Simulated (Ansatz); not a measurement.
Relaxation of Ge₂H₁₁NSi (15 atoms, charge 0, multiplicity 1), to a largest force component of 0.03 eV/Å in at most 50 steps.

All numbers below come from Ansatz 0.2.0, RKS PBE/def2-SVP.

```xyz
15
Properties=species:S:1:pos:R:3
Ge -0.273 0.206 -0.193
H -0.469 0.263 1.347
H 1.246 0.298 -0.485
H -0.951 1.479 -0.781
Ge -1.244 -1.830 -1.118
H -1.913 -2.670 0.003
H -2.339 -1.493 -2.171
H -0.164 -2.699 -1.808
N 0.924 -2.090 1.541
H 0.406 -2.927 1.827
Si 2.675 -2.166 1.745
H 3.125 -3.493 1.187
H 3.299 -1.032 0.976
H 3.184 -2.070 3.171
H 0.442 -1.254 1.936
```

**Question.** Where does it end, and by what steps?

**Answer.** The forces met the threshold. The force dipped under the threshold on the way, but the program's further checks kept it going. After 17 steps the energy has fallen by 0.092 eV; H14 moved furthest, 0.89 Å.

```csv
step,energy less start (eV),largest force component (eV/Å),accepted
0,0.0000,0.582,yes
1,-0.0514,0.197,yes
2,-0.0117,0.356,no
3,-0.0662,0.057,yes
4,-0.0702,0.038,yes
5,-0.0738,0.051,yes
6,-0.0764,0.112,yes
7,-0.0790,0.099,yes
8,-0.0804,0.147,yes
9,-0.0748,0.224,no
10,-0.0867,0.020,yes
11,-0.0883,0.025,yes
12,-0.0888,0.100,yes
13,-0.0900,0.039,yes
14,-0.0908,0.016,yes
15,-0.0913,0.031,yes
16,-0.0914,0.035,yes
17,-0.0916,0.022,yes
```

```xyz
15
Properties=species:S:1:pos:R:3
Ge -0.371 0.359 -0.330
H -0.826 0.678 1.121
H 1.171 0.504 -0.409
H -1.001 1.436 -1.262
Ge -1.086 -1.877 -0.992
H -1.872 -2.576 0.152
H -2.031 -1.807 -2.227
H 0.128 -2.766 -1.369
N 0.894 -2.015 1.814
H 0.311 -2.853 1.910
Si 2.626 -2.264 1.630
H 2.826 -3.186 0.458
H 3.248 -0.922 1.364
H 3.342 -2.873 2.818
H 0.590 -1.318 2.502
```

Whether the end is a true minimum wasn't checked by a vibrational analysis.

Run time: 37 s on 4 threads of Arm Neoverse V2, on a shared host, peak memory 0.23 GiB.
